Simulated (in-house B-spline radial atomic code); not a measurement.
Ionisation energies along the 38-electron series, configuration 1s2 2s2 2p6 3s2 3p6 3d10 4s2 4p6 4d3/2(2), as differences of self-consistent energies. Dirac energy differences include first-order Breit, QED and recoil terms. NIST's values go from ground level to ground level; the uncertainty of those that are theory runs from under 0.1 % in few-electron ions to several per cent in heavy many-electron ones. Computed with an all-electron radial atomic-structure program (B-spline basis): Dirac-Hartree-Fock, jj configuration that fills j = l - 1/2 first, finite nuclei.

A number in brackets counts the electrons of a j subshell.

```tsv
ion	configuration after	ionisation energy (eV)	IE/(q+1)² (eV)	-ε less Coulomb ΔSCF (eV)	Breit and QED recoil part (eV)	tabulated value (eV)	tabulated kind	computed minus tabulated (eV)
Er30+	[Kr] 4d3/2(1)	1139.9	1.1861	0.88748	-0.56857	1142	tabulated theory	-2.1
Tm31+	[Kr] 4d3/2(1)	1205.9	1.1776	0.89335	-0.61974	1207	tabulated theory	-1.1
Yb32+	[Kr] 4d3/2(1)	1273.7	1.1696	0.89907	-0.67371	1275	tabulated theory	-1.3
Lu33+	[Kr] 4d3/2(1)	1343.3	1.162	0.90467	-0.73058	1345	tabulated theory	-1.7
Hf34+	[Kr] 4d3/2(1)	1414.7	1.1548	0.91015	-0.79037	1417	tabulated theory	-2.3
Ta35+	[Kr] 4d3/2(1)	1487.9	1.148	0.91551	-0.85321	1490	tabulated theory	-2.1
W36+	[Kr] 4d3/2(1)	1562.9	1.1416	0.92076	-0.91915	1569.1	semi-empirical	-6.2
Re37+	[Kr] 4d3/2(1)	1639.7	1.1355	0.92592	-0.98827	1641	tabulated theory	-1.3
Os38+	[Kr] 4d3/2(1)	?	?	?	?	?	tabulated theory	?
Ir39+	[Kr] 4d3/2(1)	1798.7	1.1242	0.93595	-1.1364	1801	tabulated theory	-2.3
Pt40+	[Kr] 4d3/2(1)	1880.9	1.1189	0.94085	-1.2155	1883	tabulated theory	-2.1
Au41+	[Kr] 4d3/2(1)	?	?	?	?	?	tabulated theory	?
Hg42+	[Kr] 4d3/2(1)	2050.8	1.1092	0.95041	-1.3843	2052	tabulated theory	-1.2
Tl43+	[Kr] 4d3/2(1)	?	?	?	?	?	tabulated theory	?
Pb44+	[Kr] 4d3/2(1)	2228.0	1.1003	0.9597	-1.5676	2230	tabulated theory	-2.0
```

**Question.** Fill in the row of Os38+.

**Answer.** ionisation energy (eV): 1718.3; IE/(q+1)² (eV): 1.1297; -ε less Coulomb ΔSCF (eV): 0.93098; Breit and QED recoil part (eV): -1.0606; tabulated value (eV): 1720; computed minus tabulated (eV): -1.7.

**Question.** Fill in the row of Au41+.

**Answer.** ionisation energy (eV): 1964.9; IE/(q+1)² (eV): 1.1139; -ε less Coulomb ΔSCF (eV): 0.94566; Breit and QED recoil part (eV): -1.2981; tabulated value (eV): 1967; computed minus tabulated (eV): -2.1.

**Question.** Fill in the row of Tl43+.

**Answer.** ionisation energy (eV): 2138.5; IE/(q+1)² (eV): 1.1046; -ε less Coulomb ΔSCF (eV): 0.95509; Breit and QED recoil part (eV): -1.4741; tabulated value (eV): 2140; computed minus tabulated (eV): -1.5.
